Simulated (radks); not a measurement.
Task: The niobium ion Nb9+ is in [Ar] 3d10 4s2 4p2. Method: scalar-relativistic Kohn-Sham, BLYP, spin-polarised, spherical densities, finite nucleus; Fermi nuclear charge, rms radius of each element as measured or else 0.836 A^(1/3) + 0.57 fm; computed with a radial shooting solver on a logarithmic mesh with Libxc functionals. Open shells are filled with parallel spins first. One electron is removed from 3d, 3p, 4p, 4s in turn, with full relaxation. Which removal costs least, and what does each cost?

Result: 4p 179.69 eV; 4s 203.81 eV; 3d 373.56 eV; 3p 523.04 eV. The 4p electron leaves first.
